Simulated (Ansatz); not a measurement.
Geometry optimisation, Ansatz 0.2.0, RKS PBE0/6-31G.

Input:

```yaml
crystal:
  periodic: [false, false, false]
  atoms:
    - { symbol: Al, position_ang: [-0.92198, 1.67315, 0.04573] }
    - { symbol: Si, position_ang: [0.82736, 0.00215, -0.30251] }
    - { symbol: B, position_ang: [0.31349, -1.74708, 0.44469] }
    - { symbol: Cl, position_ang: [-0.83251, -2.69504, -0.39191] }
    - { symbol: H, position_ang: [-1.63916, 2.47163, -1.0929] }
    - { symbol: H, position_ang: [-1.57574, 2.06551, 1.41405] }
    - { symbol: H, position_ang: [2.16581, 0.45262, 0.16898] }
    - { symbol: H, position_ang: [1.01559, -0.06371, -1.78073] }
    - { symbol: H, position_ang: [0.64714, -2.15923, 1.49459] }
basis:
  gaussian: { orbitals: "6-31G" }
hamiltonian:
  xc: pbe0
relax:
  f_tol: 0.015
  max_steps: 40
```

Launched with:

```bash
$ ansatz run input.yaml --threads 1 --pin off --max-ram 2048MiB --backend cpu --events-out ev --progress --plain --runs-dir out
```

Question: Where does it end, and by what steps?

Answer: The forces met the threshold. Limits of this set-up: no polarisation functions. After 11 steps the energy has fallen by 0.257 eV; Cl4 moved furthest, 0.27 Å.

```csv
step,energy less start (eV),largest force component (eV/Å),accepted
0,0.0000,1.649,yes
1,-0.1730,1.168,yes
2,-0.2154,0.621,yes
3,-0.0859,2.079,no
4,-0.2523,0.063,yes
5,-0.2546,0.055,yes
6,-0.2555,0.042,yes
7,-0.2567,0.028,yes
8,-0.2570,0.053,yes
9,-0.2572,0.027,yes
10,-0.2571,0.041,no
11,-0.2573,0.009,yes
```

```xyz
9
Properties=species:S:1:pos:R:3
Al -0.941 1.702 0.058
Si 0.809 0.018 -0.408
B 0.262 -1.709 0.445
Cl -0.710 -2.929 -0.461
H -1.623 2.533 -1.140
H -1.397 1.974 1.578
H 2.085 0.513 0.233
H 1.036 -0.119 -1.890
H 0.479 -1.982 1.584
```

The run took 75 s on 1 thread of Arm Neoverse N1 (shared host), peak memory 0.17 GiB.
